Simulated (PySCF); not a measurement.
C3H4NO2S (charge -1).
SMILES: `CS(=O)(=O)[CH-]C#N`

A PySCF run (density fitting, gas phase, GFN2-xTB geometry) gave HOMO -0.40 eV, LUMO 4.09 eV and E = -720.070 Eh.

**Question.** Which of these levels was it?
A. HSE06/6-31G*
B. B97-D/def2-TZVP
C. HF/3-21G
D. PBE0/pcSseg-1

**Answer.** B. It is B97-D/def2-TZVP. All candidates on this geometry:

| level and settings | kind | basis functions | SCF cycles | E (Eh) | HOMO (eV) | LUMO (eV) |
| --- | --- | --- | --- | --- | --- | --- |
| B97-D/def2-TZVP | GGA | 247 | 17 | -720.0696 | -0.40 | 4.09 |
| HSE06/6-31G*, energy threshold 1e-06 Eh | screened hybrid, exact exchange at short range | 110 | 9 | -719.5969 | -0.69 | 5.26 |
| PBE0/pcSseg-1 | global hybrid | 146 | 15 | -719.5309 | -1.49 | 5.09 |
| HF/3-21G, fitting basis def2-qzvpp-jkfit, start guess vsap | Hartree–Fock | 75 | 12 | -713.6401 | -3.79 | 9.77 |

The nearest other candidate, by the summed differences of HOMO and LUMO, is HSE06/6-31G*: its HOMO differs by -0.29 eV and its LUMO by +1.17 eV. B97-D ran without the empirical dispersion term, which would shift the total energy alone. Cycle counts include a coarse-grid stage where the run had one. All basis functions are spherical, in the Pople sets too.

Shape of the structure used: `[CH3:1][S:2](=[O:3])(=[O:4])[CH-:5][C:6]#[N:7]`: C1–S2–C5–C6 -58°.
